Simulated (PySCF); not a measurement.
A series of related molecules.

All values: PBE0/pcSseg-1 (PySCF) at GFN2-xTB geometries, gas phase, one conformer each.

**Question.** Rank by HOMO–LUMO gap, lowest first.
A. `CC(=O)C[SiH2]C[SiH2]O`
B. `CC(=S)CCC[SiH2]O`
C. `CC(CCCCO)=O`
D. `CNC(=O)CCC[SiH2]O`
E. `CC(=O)[C@@H](S)CC[SiH2]O`

**Answer.** B (4.40 eV), E (6.19 eV), A (6.75 eV), C (6.91 eV), D (7.93 eV).

**Question.** Rank by the highest IAO charge on any atom, lowest value first.
A. `CC(=O)[C@@H](S)CC[SiH2]O`
B. `CC(=O)CCCCO`
C. `CC(=O)C[SiH2]C[SiH2]O`

**Answer.** B (+0.397 e), A (+0.999 e), C (+1.022 e).

All values together:

```csv
SMILES,change,formula,μ (D),HOMO (eV),LUMO (eV),lowest IAO charge (e),highest IAO charge (e),lowest Hirshfeld charge (e),highest Hirshfeld charge (e)
CC(=O)CCC[SiH2]O,parent,C5H12O2Si,3.87,-7.42,-0.51,-0.796 (O),+1.024 (Si),-0.308 (O),+0.402 (Si)
CC(=O)C[SiH2]C[SiH2]O,C replaced by Si,C4H12O2Si2,2.80,-7.24,-0.49,-0.857 (C),+1.022 (Si),-0.311 (O),+0.396 (Si)
CC(=S)CCC[SiH2]O,O replaced by S,C5H12OSSi,2.38,-6.18,-1.77,-0.795 (O),+1.020 (Si),-0.306 (O),+0.401 (Si)
CNC(=O)CCC[SiH2]O,NH inserted into a C-C bond,C5H13NO2Si,5.16,-7.68,0.26,-0.811 (O),+1.019 (Si),-0.327 (O),+0.385 (Si)
C#C[C@@H](C[SiH2]O)CC(C)=O,H on C replaced by ethynyl,C7H12O2Si,4.13,-7.81,-1.07,-0.817 (O),+1.015 (Si),-0.325 (O),+0.393 (Si)
CC(=O)CCCCO,Si replaced by C,C6H12O2,3.18,-7.35,-0.44,-0.551 (O),+0.397 (C),-0.237 (O),+0.180 (C)
CC(=O)[C@@H](S)CC[SiH2]O,H on C replaced by SH,C5H12O2SSi,3.30,-6.84,-0.65,-0.800 (O),+0.999 (Si),-0.290 (O),+0.402 (Si)
```

Conformers: `[CH3:1][C:2](=[O:3])[CH2:4][CH2:5][CH2:6][SiH2:7][OH:8]` with C1–C2–C4–C5 -163°, C2–C4–C5–C6 70°, C4–C5–C6–Si7 -164°, C5–C6–Si7–O8 52°, C6–Si7–O8–H 35°; `[CH3:1][C:2](=[O:3])[CH2:4][SiH2:5][CH2:6][SiH2:7][OH:8]` with C1–C2–C4–Si5 -95°, C2–C4–Si5–C6 -53°, C4–Si5–C6–Si7 -64°, Si5–C6–Si7–O8 179°, C6–Si7–O8–H -61°; `[CH3:1][C:2](=[S:3])[CH2:4][CH2:5][CH2:6][SiH2:7][OH:8]` with C1–C2–C4–C5 169°, C2–C4–C5–C6 180°, C4–C5–C6–Si7 177°, C5–C6–Si7–O8 -63°, C6–Si7–O8–H 177°; `[CH3:1][NH:2][C:3](=[O:4])[CH2:5][CH2:6][CH2:7][SiH2:8][OH:9]` with C1–N2–C3–O4 0°, N2–C3–C5–C6 -126°, C3–C5–C6–C7 62°, C5–C6–C7–Si8 -107°, C6–C7–Si8–O9 62°; `[CH:1]#[C:2][C@@H:3]([CH2:4][SiH2:5][OH:6])[CH2:7][C:8]([CH3:9])=[O:10]` with C2–C3–C4–Si5 -175°, C3–C4–Si5–O6 -70°, C4–Si5–O6–H -13°, C2–C3–C7–C8 -73°, C3–C7–C8–C9 85°; `[CH3:1][C:2](=[O:3])[CH2:4][CH2:5][CH2:6][CH2:7][OH:8]` with C1–C2–C4–C5 -174°, C2–C4–C5–C6 72°, C4–C5–C6–C7 -179°, C5–C6–C7–O8 -179°, C6–C7–O8–H -59°; `[CH3:1][C:2](=[O:3])[C@@H:4]([SH:5])[CH2:6][CH2:7][SiH2:8][OH:9]` with C1–C2–C4–S5 93°, C2–C4–S5–H 60°, C2–C4–C6–C7 67°, C4–C6–C7–Si8 63°, C6–C7–Si8–O9 -75°.

**Question.** Give the shifts from the parent, `CC(=O)CCC[SiH2]O`.

**Answer.** 
```csv
SMILES,change in μ (D),change in HOMO (eV),change in LUMO (eV)
CC(=O)C[SiH2]C[SiH2]O,-1.07,+0.18,+0.02
CC(=S)CCC[SiH2]O,-1.49,+1.24,-1.26
CNC(=O)CCC[SiH2]O,+1.29,-0.26,+0.77
C#C[C@@H](C[SiH2]O)CC(C)=O,+0.26,-0.39,-0.56
CC(=O)CCCCO,-0.69,+0.07,+0.07
CC(=O)[C@@H](S)CC[SiH2]O,-0.57,+0.58,-0.14
```
